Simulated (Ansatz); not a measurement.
`CN[SiH2][SeH]` at its PBE0-D4/def2-TZVP geometry, where that method's forces vanish. Total charge 0; spin multiplicity 1.

| atom | x (Å) | y (Å) | z (Å) |
| --- | --- | --- | --- |
| C1 | 1.0077 | -1.2296 | 0.2906 |
| N2 | 0.7904 | 0.0511 | -0.3503 |
| Si3 | -0.3929 | 1.1675 | 0.1663 |
| Se4 | -2.5729 | 0.4486 | 0.1771 |
| H5 | 0.3302 | -2.0145 | -0.0662 |
| H6 | 2.0371 | -1.5664 | 0.1427 |
| H7 | 0.8518 | -1.1290 | 1.3677 |
| H8 | 1.0427 | 0.0635 | -1.3261 |
| H9 | -0.2627 | 2.3530 | -0.7140 |
| H10 | -0.1834 | 1.4867 | 1.6002 |
| H11 | -2.6479 | 0.3692 | -1.2879 |

Problem. For each bond, give half the difference of the two atoms' forces along it (eV/Å; positive pushes the atoms apart) under PBE-D4, r2SCAN-D4, B3LYP-D4, ωB97M-V in def2-TZVPP. (Best estimate.)

Solution. The calculation gave: 
```tsv
bond	length (Å)	PBE-D4	r2SCAN-D4	B3LYP-D4	ωB97M-V
C1–N2	1.449	0.05	0.22	0.26	0.29
C1–H5	1.097	0.10	-0.05	-0.08	-0.12
C1–H6	1.093	0.09	-0.06	-0.09	-0.11
C1–H7	1.093	0.10	-0.05	-0.08	-0.09
N2–Si3	1.707	0.11	-0.03	0.02	0.03
N2–H8	1.008	0.20	-0.01	-0.06	-0.09
Si3–Se4	2.295	0.09	0.05	0.19	-0.01
Si3–H9	1.482	0.03	-0.04	-0.14	-0.14
Si3–H10	1.484	0.07	-0.03	-0.12	-0.14
Se4–H11	1.469	0.27	-0.01	0.04	-0.10
```

B3LYP here is the variant with VWN-RPA as its local correlation; programs differ in this.

Program: Ansatz 0.2.0.
